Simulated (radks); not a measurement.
Results of a calculation; reference values are marked as such.
Radial electron density D(r) = 4 pi r^2 rho(r) of an atom or ion with 64 electrons. Code: a radial shooting solver on a logarithmic mesh with Libxc functionals. Model: scalar-relativistic Kohn-Sham, BLYP, spin-polarised, spherical densities, finite nucleus; Fermi nuclear charge, rms radius of each element as measured or else 0.836 A^(1/3) + 0.57 fm.

r (bohr)  D(r) (e/bohr)    spin D(r)
0.001786          12.37   0.00000988
0.002063          15.32    0.0000122
0.002402          19.08    0.0000151
0.002774          23.33    0.0000183
0.003204          28.30    0.0000221
0.0037            34.03    0.0000263
0.004273          40.49    0.0000309
0.004934          47.62    0.0000358
0.005745          55.68    0.0000410
0.006634          63.54    0.0000457
0.007662          71.23    0.0000498
0.008849          78.26    0.0000528
0.01022           84.08    0.0000542
0.0119            88.29    0.0000536
0.01374           90.04    0.0000507
0.01587           89.50    0.0000452
0.01832           87.03    0.0000367
0.02116           83.58    0.0000231
0.02464           80.46  -0.00000326
0.02845           79.81   -0.0000532
0.03286           82.89    -0.000152
0.03795           90.17    -0.000338
0.04383           100.6    -0.000646
0.05102           111.9     -0.00109
0.05892           119.1     -0.00139
0.06805           119.5    -0.000854
0.07859           112.9      0.00236
0.09076           102.1       0.0123
0.1048            93.10       0.0369
0.122             91.24       0.0944
0.1409            97.34        0.203
0.1628            105.3        0.398
0.188             106.4        0.719
0.2171            95.42         1.21
0.2527            74.32         1.92
0.2919            55.91         2.77
0.3371            47.94         3.71
0.3893            50.68         4.58
0.4496            56.31         5.18
0.5233            56.11         5.37
0.6044            47.85         5.10
0.698             35.83         4.49
0.8061            25.23         3.68
0.931             18.38         2.81
1.084             14.36         1.95
1.252             11.63         1.25
1.446             8.833        0.713
1.669             5.934        0.351
1.928             3.426        0.144
2.227             1.670       0.0472
2.592            0.6408       0.0102
2.994            0.2102      0.00126
3.457           0.05478    -0.000148
3.993           0.01091    -0.000118
4.611          0.001627   -0.0000329
5.368         0.0001580  -0.00000578

What is the nuclear charge?

Answer. Z = 67. The innermost maximum, from 1s, lies near gamma/Z bohr with gamma = sqrt(1 - (Z/c)^2) = 0.872, here 0.013 bohr (found: 0.0143), and its height grows with Z. The density is that of the holmium ion Ho3+ in [Xe] 4f10; the configuration itself is not fixed sharply by these data, and Z only to a few units. D(r) has 4 maxima, at r = 0.0143, 0.0638, 0.178, 0.483 bohr, and minima at 0.0273, 0.116, 0.345 bohr, inside which lie 1.93, 11.11, 29.51 electrons.
